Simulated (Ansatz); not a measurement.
Geometry optimisation, RKS r2SCAN-D4/def2-SVP (Ansatz).

input.yaml

```yaml
crystal:
  periodic: [false, false, false]
  atoms:
    - { symbol: Ge, position_ang: [-0.629888, -0.217005, -0.39699] }
    - { symbol: H, position_ang: [0.086826, 0.742828, 2.085408] }
    - { symbol: Cl, position_ang: [1.309279, -0.923231, 0.184422] }
    - { symbol: Cl, position_ang: [-0.462354, 1.87691, -0.809007] }
    - { symbol: Cl, position_ang: [-1.156556, -1.203703, -2.232798] }
    - { symbol: S, position_ang: [-2.213013, -0.693662, 1.105823] }
    - { symbol: H, position_ang: [-2.93921, -1.3606, 0.177579] }
    - { symbol: H, position_ang: [-0.564884, 0.905663, 2.335163] }
basis:
  gaussian: { orbitals: def2-SVP }
hamiltonian:
  xc: r2scan
  dispersion: d4
relax:
  f_tol: 0.03
  max_steps: 50
output:
  orbitals: {}
```

Run as:

```bash
$ ansatz run input.yaml --threads 4 --pin off --max-ram 5120MiB --backend cpu --events-out ev --progress --plain --runs-dir out
```

Q: Where does it end, and by what steps?

A: The forces met the threshold. The force dipped under the threshold on the way, but the program's further checks kept it going. After 28 steps the energy has fallen by 0.133 eV; H8 moved furthest, 0.68 Å.

```json
{"step": "0", "energy less start (eV)": "0.0000", "largest force component (eV/Å)": "1.595", "accepted": "yes"}
{"step": "1", "energy less start (eV)": "-0.0962", "largest force component (eV/Å)": "0.086", "accepted": "yes"}
{"step": "2", "energy less start (eV)": "-0.1184", "largest force component (eV/Å)": "0.096", "accepted": "yes"}
{"step": "3", "energy less start (eV)": "-0.1193", "largest force component (eV/Å)": "0.083", "accepted": "yes"}
{"step": "4", "energy less start (eV)": "-0.1235", "largest force component (eV/Å)": "0.094", "accepted": "yes"}
{"step": "5", "energy less start (eV)": "-0.1241", "largest force component (eV/Å)": "0.084", "accepted": "yes"}
{"step": "6", "energy less start (eV)": "-0.1194", "largest force component (eV/Å)": "0.344", "accepted": "no"}
{"step": "7", "energy less start (eV)": "-0.1251", "largest force component (eV/Å)": "0.035", "accepted": "yes"}
{"step": "8", "energy less start (eV)": "-0.1224", "largest force component (eV/Å)": "0.338", "accepted": "no"}
{"step": "9", "energy less start (eV)": "-0.1260", "largest force component (eV/Å)": "0.023", "accepted": "yes"}
{"step": "10", "energy less start (eV)": "-0.1266", "largest force component (eV/Å)": "0.089", "accepted": "yes"}
{"step": "11", "energy less start (eV)": "-0.1270", "largest force component (eV/Å)": "0.083", "accepted": "yes"}
{"step": "12", "energy less start (eV)": "-0.1275", "largest force component (eV/Å)": "0.067", "accepted": "yes"}
{"step": "13", "energy less start (eV)": "-0.1279", "largest force component (eV/Å)": "0.076", "accepted": "yes"}
{"step": "14", "energy less start (eV)": "-0.1281", "largest force component (eV/Å)": "0.114", "accepted": "yes"}
{"step": "15", "energy less start (eV)": "-0.1285", "largest force component (eV/Å)": "0.072", "accepted": "yes"}
{"step": "16", "energy less start (eV)": "-0.1288", "largest force component (eV/Å)": "0.100", "accepted": "yes"}
{"step": "17", "energy less start (eV)": "-0.1302", "largest force component (eV/Å)": "0.014", "accepted": "yes"}
{"step": "18", "energy less start (eV)": "-0.0953", "largest force component (eV/Å)": "0.857", "accepted": "no"}
{"step": "19", "energy less start (eV)": "-0.1305", "largest force component (eV/Å)": "0.019", "accepted": "yes"}
{"step": "20", "energy less start (eV)": "-0.1305", "largest force component (eV/Å)": "0.148", "accepted": "no"}
{"step": "21", "energy less start (eV)": "-0.1311", "largest force component (eV/Å)": "0.057", "accepted": "yes"}
{"step": "22", "energy less start (eV)": "-0.1312", "largest force component (eV/Å)": "0.118", "accepted": "yes"}
{"step": "23", "energy less start (eV)": "-0.1315", "largest force component (eV/Å)": "0.106", "accepted": "yes"}
{"step": "24", "energy less start (eV)": "-0.1314", "largest force component (eV/Å)": "0.127", "accepted": "no"}
{"step": "25", "energy less start (eV)": "-0.1324", "largest force component (eV/Å)": "0.063", "accepted": "yes"}
{"step": "26", "energy less start (eV)": "-0.1326", "largest force component (eV/Å)": "0.060", "accepted": "yes"}
{"step": "27", "energy less start (eV)": "-0.1328", "largest force component (eV/Å)": "0.055", "accepted": "yes"}
{"step": "28", "energy less start (eV)": "-0.1329", "largest force component (eV/Å)": "0.022", "accepted": "yes"}
```

```xyz
8
Properties=species:S:1:pos:R:3
Ge -0.711 -0.443 -0.593
H 0.378 0.961 2.613
Cl 1.231 -0.918 0.167
Cl -0.849 1.677 -0.887
Cl -0.950 -1.345 -2.525
S -2.180 -1.203 0.851
H -3.217 -0.908 0.030
H -0.272 1.307 2.793
```

Whether the end is a true minimum wasn't checked by a vibrational analysis.

Time of the run: 95 s on 4 threads of Intel(R) Xeon(R) Platinum 8259CL CPU @ 2.50GHz (Skylake/Cascade Lake), with other jobs on the host, peak memory 0.25 GiB.
